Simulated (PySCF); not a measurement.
Ionisation energy of Ce²⁷⁺ by level of theory

Ce²⁷⁺ [Ar] 3d10 4s2 4p1 [4p1/2^1, M_J = 1/2] → Ce²⁸⁺ [Ar] 3d10 4s2, as a difference of total energies. All numbers are calculated (PySCF 2.14, the two-component X2C-1e Hamiltonian, in an even-tempered Gaussian basis (17 s from 2.3 bohr⁻², ratio 2.8; 13 p from 2.9 bohr⁻², ratio 2.8; 8 d from 5.2 bohr⁻², ratio 2.8; 4 f from 13 bohr⁻², ratio 3)). Correlated levels: [Ne] frozen; the 74 highest virtual spinors dropped. "Screened" scales the spin-orbit matrix elements by Boettger's factors to mimic the two-electron term; Breit and QED terms are absent.

```tsv
method	ionisation energy (eV)
GHF (spin-free)	943.93
GMP2 (spin-free)	944.71
GHF (screened spin-orbit)	962.39
GMP2 (screened spin-orbit)	963.17
```

How much does correlation contribute at GMP2 (screened spin-orbit)?

963.17 − (962.39) = 0.78 eV, measured against GHF (screened spin-orbit).

Breit and QED terms and the two-electron picture change are absent.

The spin-free rows lack the spin-orbit shift.

For comparison: 965 ± 4 eV (theoretical estimate listed by NIST; NIST Atomic Spectra Database, ionization energies).
